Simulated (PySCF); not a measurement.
## Correlation energy of Cd²⁺ (cadmium, charge +2)

[Kr] 4d10, closed-shell 1S. Calculation: PySCF 2.14, in def2-SVP with the def2 core potential (28 electrons) (5s3p2d1f, 31 functions); a scalar-relativistic core potential. Frozen: 4s2 4p6; 10 electrons correlated.

Total MP2 correlation energy: -211.37 mhartree.

Same-spin part -82.04 and opposite-spin part -129.33 mhartree; SCS-MP2 scales them by 1/3 and 6/5 to -182.55 mhartree.

```csv
level,correlation energy (mhartree)
CCSD,-205.21
(T),-1.86
CCSD(T),-207.07
```

Diagnostics: T1 = 0.00047, D1 = 0.0007, largest double amplitude 0.019.

Cost of the coupled-cluster step: 0.21 s of wall time on 1 thread of Neoverse-N1 (shared host), for 10 correlated electrons.

Iterations:

```
CC2 = 0
CCSD nocc = 5, nmo = 27
frozen orbitals [0, 1, 2, 3]
max_cycle = 100
direct = 0
conv_tol = 1e-08
conv_tol_normt = 1e-06
diis_space = 8
diis_start_cycle = 0
Init t2, MP2 energy = -166.215502615118  E_corr(MP2) -0.211374791901158
Init E_corr(CCSD) = -0.211374791901173
cycle = 1  E_corr(CCSD) = -0.204453544118216  dE = 0.00692124778  norm(t1,t2) = 0.00677713
cycle = 2  E_corr(CCSD) = -0.205147864472097  dE = -0.000694320354  norm(t1,t2) = 0.00174407
cycle = 3  E_corr(CCSD) = -0.205202664799097  dE = -5.4800327e-05  norm(t1,t2) = 0.000483497
cycle = 4  E_corr(CCSD) = -0.205211032154849  dE = -8.36735575e-06  norm(t1,t2) = 7.6302e-05
cycle = 5  E_corr(CCSD) = -0.205209621197889  dE = 1.41095696e-06  norm(t1,t2) = 1.32974e-05
cycle = 6  E_corr(CCSD) = -0.205209243153666  dE = 3.78044223e-07  norm(t1,t2) = 8.72059e-07
cycle = 7  E_corr(CCSD) = -0.205209282351572  dE = -3.91979063e-08  norm(t1,t2) = 1.19997e-07
cycle = 8  E_corr(CCSD) = -0.205209284494266  dE = -2.14269424e-09  norm(t1,t2) = 1.67969e-08
CCSD converged
E(CCSD) = -166.2093371077114  E_corr = -0.2052092844942664
CCSD(T) correction = -0.00185784556597989
```
